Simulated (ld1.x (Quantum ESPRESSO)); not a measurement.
# As, TM: configuration errors across variants

```
Element                 : As (Z = 33)
Generator               : ld1.x (Quantum ESPRESSO) 7.5
Type                    : norm-conserving Troullier–Martins (Kleinman–Bylander form)
Functional              : PBE
Relativity              : scalar-relativistic
Frozen core             : [Ar] 3d10
Valence charge          : 5
Reference configuration : 4s2 4p1 (charge +2)
Partial waves           : 4p (bound): rc 1.60 bohr; 4s (bound): rc 1.30 bohr
Local potential         : the s channel
Core correction         : Bessel-smoothed model core, default radius (core density twice the valence density)
```

All-electron excitation energies from the reference (eV): (1) 4s2 4p3 -27.067; (2) 4s2 4p2 -17.918; (3) 4s2 4p0 27.703; (4) 4s1 4p0 78.350; (5) 4s2 4p3.3 -28.301; (6) 4s2 4p2.5 -23.512; (7) 4s0 4p5 -8.011.

The default core radius of the base comes out at 1.27 bohr.

5 further variants failed, have other tests or another functional or relativity, and are left out.

A true bound ghost makes a file unfit for plane-wave use even where its test errors are small: the radial tests pick states by their node count and pass the ghost by.

Errors AE − PS in meV (a dash: test not solved or not reliable):

```csv
change,(1),(2),(3),(4),(5),(6),(7),bound ghosts
base,-22,-7.5,-23,-188,-25,-15,-22,p
core correction Bessel-smoothed model core inside 1.22 bohr,-22,-7.5,-23,-190,-26,-15,-22,p
wave 4s (bound): rc 1.30 bohr becomes 4s (bound): rc 1.76 bohr,-17,-6.1,-23,-191,-19,-12,-17,none
local potential all-electron potential smoothed inside 1.05 bohr (lloc = -1),-3.9,-3.2,-29,-217,-2.6,-4.6,-15,"s, d"
wave 4p (bound): rc 1.60 bohr becomes 4p (bound): rc 1.26 bohr,-41,-13,-26,-205,-48,-27,-12,p
"all radii but the core radius scaled by about 1.12 (s 1.46, p 1.80 bohr)",-16,-5.9,-24,-188,-18,-11,-15,none
```

(1) Give the same row for: wave 4p (bound): rc 1.60 bohr becomes 4p (bound): rc 1.96 bohr.

Answers

(1) -22, -7.6, -23, -189, -26, -15, -22; bound ghosts: p.
